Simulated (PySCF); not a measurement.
Isomers of C2H4B2. All species are isolated molecules in the gas phase. One relaxed conformer stands for each flexible species; it need not be the lowest. Strings in code marks are SMILES.

The numbers are results of PBE-D3(BJ)/def2-TZVP // CAM-B3LYP-D3(BJ)/def2-TZVP (PySCF), not measurements. All candidates: neutral, multiplicity 1. Delta-SCF ions had no search for a lower state. Excitations are Tamm–Dancoff values on a coarser integration grid. The basis has no diffuse functions, so Rydberg states are missing or too high.

The HOMO–LUMO gap comes out as 2.07 eV. The brightest of the four lowest singlets (TDA) is 4.69 eV and the vertical ionisation energy (Delta-SCF) comes out as 7.44 eV.

### Question
Which member has these values?
A. `BC#CB`
B. `CB1B=C1`
C. `BC1=CB1`
D. `[H]/B=C/C=B/[H]`

### Answer
D, `[H]/B=C/C=B/[H]`. The others give `BC#CB`: 4.13 eV, 6.02 eV, 10.54 eV; `BC1=CB1`: 4.46 eV, 5.02 eV, 10.12 eV; `CB1B=C1`: 3.51 eV, 5.65 eV, 9.85 eV
